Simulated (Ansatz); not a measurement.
`NC(O)(F)O[SiH3]` + H₂ → `NC(O)O[SiH3]` + H–F  (hydrogenolysis of a C–F bond)

Program: Ansatz. Geometries: PBE0-D4/def2-TZVP. ΔE: electronic, gas phase. CBS: MP2 limit from def2 TZ/QZ plus the TZ coupled-cluster correction, frozen cores. This one scheme is used for every species. One conformer a species, not always the lowest.

`NC(O)(F)O[SiH3]`:

Z-matrix (Å, degrees):
```
C
O 1 1.374
F 1 1.380 2 109.2
N 1 1.419 2 111.2 3 116.5
O 1 1.366 2 108.1 3 -117.0
H 2 0.963 1 107.4 3 -68.3
H 4 1.012 1 110.0 2 -170.6
H 4 1.012 1 109.5 2 69.6
Si 5 1.669 1 124.1 2 36.2
H 9 1.482 5 111.0 1 -77.4
H 9 1.481 5 103.9 1 164.8
H 9 1.482 5 111.2 1 45.8
```

H₂:

Z-matrix (Å, degrees):
```
H
H 1 0.746
```

`NC(O)O[SiH3]`:

Z-matrix (Å, degrees):
```
C
O 1 1.400
O 1 1.396 2 106.4
N 1 1.422 2 109.9 3 -122.7
H 1 1.101 2 110.7 3 117.9
H 2 0.962 1 107.3 3 169.1
Si 3 1.657 1 123.0 2 40.8
H 4 1.014 1 109.5 2 68.9
H 4 1.012 1 110.9 2 -171.4
H 7 1.483 3 104.7 1 164.3
H 7 1.483 3 112.8 1 -76.9
H 7 1.488 3 110.4 1 46.0
```

H–F:

Z-matrix (Å, degrees):
```
F
H 1 0.920
```

```tsv
species	CCSD(T)/CBS(def2) energy (Eh)
`NC(O)(F)O[SiH3]`	-635.62843
H₂	-1.17544
`NC(O)O[SiH3]`	-536.42261
H–F	-100.39570
```

Question: Work out ΔE.

Answer: ΔE = (-536.42261) + (-100.39570) − (-635.62843) − (-1.17544) = -0.01444 Eh = -37.9 kJ/mol.

Largest T1 diagnostic among the species: 0.011.

In def2-TZVPP, CCSD(T) changes the Hartree–Fock value by −3.9 kJ/mol (the triples alone add +2.6 kJ/mol) and MP2 by −8.6 kJ/mol.
